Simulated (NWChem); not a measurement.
Molecule: BCl

Program: NWChem. The geometry was optimised at PBE0/def2-SVP. Ions are spin-unrestricted doublets at the neutral geometry; other ion states weren't tried.

For level PBE/def2-SVP:

−ε(HOMO) (eV): 6.06

Problem. Estimate the same quantities for level PBE0/def2-SVP.

Solution. 
| Item | Result |
|---|---|
| −ε(HOMO) (eV) | 7.33 |
